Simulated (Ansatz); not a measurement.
Isolated molecules relaxed with PBE0-D4/def2-TZVP in Ansatz; ΔE leaves out vibrations. CCSD(T)/CBS adds triple-zeta CCSD(T) − MP2 to the extrapolated MP2 energy (def2 sets, frozen cores). This one scheme is used for every species. Functionals use def2-TZVPP. One conformer a species, not always the lowest.

`N#C[SiH3]` + `CCB(O)O` → `CCB(O)O[SiH3]` + `C#N`  (ligand exchange at the Si–C bond)

`N#C[SiH3]`:

Cartesian coordinates in Å:
```
N 0.321 1.169 -2.087
C 0.167 0.611 -1.092
Si -0.078 -0.284 0.507
H -0.780 0.636 1.428
H 1.260 -0.646 1.022
H -0.890 -1.487 0.223
```

`CCB(O)O`:

Z-matrix (Å, degrees):
```
C
C 1 1.524
H 1 1.095 2 111.7
H 1 1.092 2 112.1 3 119.7
H 1 1.095 2 111.7 3 -120.6
B 2 1.575 1 115.9 3 60.3
H 2 1.096 1 110.2 3 -62.3
H 2 1.096 1 110.3 3 -177.1
O 6 1.363 2 118.8 1 179.6
O 6 1.370 2 123.8 1 -0.4
H 9 0.962 6 111.9 2 180.0
H 10 0.959 6 113.0 2 0.0
```

`CCB(O)O[SiH3]`:

```xyz
15

C    -1.686    0.584    1.492
C    -0.879    0.174    0.268
B     0.674    0.049    0.482
O     1.213    0.306    1.704
O     1.527   -0.314   -0.532
Si    1.282   -0.702   -2.113
H    -1.362    1.556    1.870
H    -1.558   -0.132    2.306
H    -2.754    0.650    1.269
H    -1.244   -0.786   -0.124
H    -1.051    0.883   -0.555
H     2.169    0.195    1.703
H     0.392   -1.887   -2.229
H     2.607   -1.014   -2.697
H     0.669    0.438   -2.843
```

`C#N`:

Z-matrix (Å, degrees):
```
C
N 1 1.146
H 1 1.069 2 180.0
```

```csv
level,ΔE (kJ/mol)
PBE-D4,-36.5
ωB97M-V,-47.4
```

**Question.** What does CCSD(T)/CBS give? (An estimate is asked.)

**Answer.** Computed: -49.3 kJ/mol. The listed levels differ from it by 12.8, 1.9 kJ/mol.

Largest T1 diagnostic among the species: 0.014.

From PBE to PBE0 (25 % exact exchange), in def2-TZVPP and without D4, ΔE moves by −4.7 kJ/mol. The D4 term adds −6.3 kJ/mol with B3LYP and −3.8 kJ/mol with PBE0; it sums over pairs of atoms, weighted by their polarisabilities, and B3LYP, whose exchange is more repulsive, gets the larger term. In def2-TZVPP, CCSD(T) changes the Hartree–Fock value by +8.2 kJ/mol (the triples alone add +1.5 kJ/mol) and MP2 by +7.7 kJ/mol.

B3LYP here is the variant with VWN-RPA as its local correlation; programs differ in this.
